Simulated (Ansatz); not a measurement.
Ansatz (an electronic-structure program) input:

Ansatz 0.2 input:
```yaml
crystal:
  periodic: [false, false, false]
  atoms:
    - {symbol: Ge, position_ang: [1.53251182, -0.07467588, 0.02624198]}
    - {symbol: C, position_ang: [-0.36253784, 0.04590122, 0.01239264]}
    - {symbol: C, position_ang: [-1.24982679, -0.58940627, 0.92086925]}
    - {symbol: C, position_ang: [-2.56373106, -0.30236146, 0.52200043]}
    - {symbol: C, position_ang: [-2.50525630, 0.50900832, -0.63578881]}
    - {symbol: C, position_ang: [-1.15529664, 0.72280982, -0.95163830]}
    - {symbol: H, position_ang: [2.23635616, 1.19005816, -0.55414019]}
    - {symbol: H, position_ang: [2.17571624, -1.24803367, -0.79279547]}
    - {symbol: H, position_ang: [2.12354681, -0.27102078, 1.45545367]}
    - {symbol: H, position_ang: [-0.95688422, -1.18494832, 1.77661149]}
    - {symbol: H, position_ang: [-3.46628149, -0.63033978, 1.02373218]}
    - {symbol: H, position_ang: [-3.35530008, 0.91021424, -1.17466777]}
    - {symbol: H, position_ang: [-0.77764000, 1.30798877, -1.78094864]}
basis:
  gaussian:
    orbitals: 6-31G*
hamiltonian:
  xc: {name: PBE0}
total_charge: -1
```

**Question.** Predict the final energy.

**Answer.** -2270.94154 Eh (PBE0/6-31G*).

It need not be the lowest isomer of its formula. Whether it binds its extra electron was not tested at this geometry.
